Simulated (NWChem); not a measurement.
Molecule: C₃H₅NO; SMILES N#CCCO

```xyz
10

N      0.3043     2.5767     0.0164
C     -0.1315     1.5012    -0.0098
C     -0.6376     0.1276    -0.0373
C      0.4995    -0.9193     0.0083
O     -0.0141    -2.2341    -0.0750
H     -1.3128    -0.0161     0.8165
H     -1.2292    -0.0275    -0.9467
H      1.1507    -0.7882    -0.8599
H      1.1107    -0.7675     0.9093
H     -0.4268    -2.4561     0.7740
```
Atoms are numbered in this order, from 1.

All runs: NWChem. Pople sets run with spherical d functions. Structure relaxed at the B3LYP/6-31G* (spherical d) level. B3LYP is NWChem's, with the RPA form of VWN correlation. Level: B3LYP/6-31G* with SMD (1 M gas to 1 M solution), gas-phase geometry.

For solvent water:

| Quantity | Result |
|---|---|
| solvation free energy (kcal/mol) | -8.8 |
| cavity-dispersion-structure term (kcal/mol) | 4.2 |
| dipole in solution (D) | 4.44 |

What are these values for solvent toluene?

The solvation free energy (kcal/mol) is -5.7, the cavity-dispersion-structure term (kcal/mol) comes out as -0.6 and the dipole in solution (D) is 3.95.
